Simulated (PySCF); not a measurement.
Planning a geometry optimisation on `CCN[SiH3]`.

Method: PBE0-D3(BJ)/def2-SVP geometry optimisation, gas phase (PySCF 2.14.0). Work: geometry optimisation from a GFN2-xTB start shaken at random, density fitting. The input is one job of a driver script: a line of settings, then coordinates in Å.

Command:
```bash
OMP_NUM_THREADS=1 python probes_run.py task.json out
```

Input:
```
{"job": {"xc": "PBE0", "basis": "def2-SVP", "d3": "d3bj", "grid": 1, "shake": 0.01, "kind": "geom"}, "charge": 0, "multiplicity": 1}
C      1.960430     0.024470     0.216620
C      0.537300    -0.563730     0.268190
N     -0.414070     0.210310    -0.518860
Si    -2.033670     0.348490    -0.161610
H      1.910400     1.070130     0.557990
H      2.624280    -0.515590     0.828740
H      2.319690     0.047080    -0.810850
H      0.602680    -1.598470    -0.079780
H      0.183950    -0.562720     1.321640
H     -0.099880     0.287640    -1.461520
H     -2.163390     0.823860     1.230580
H     -2.828880    -0.906260    -0.253430
H     -2.593010     1.317900    -1.148030
```

Hardware: one thread, Arm Neoverse N1 (aarch64) (shared host). PySCF's memory limit was set to 1760 MB.

Question: How large is the basis?

Answer: 105 functions.

Question: Estimate the wall time.

Answer: About 32 s. The run took 6 energy-and-gradient evaluations and 36 SCF cycles, 5.3 s an evaluation on average.

Question: Estimate the peak memory.

Answer: About 0.43 GiB. Peak memory is the resident size of the whole Python process, interpreter and libraries included.

Times come from a shared host and carry two figures at best.

The run converged: final energy -425.40800 Eh after 5 steps; dipole 1.24 D.
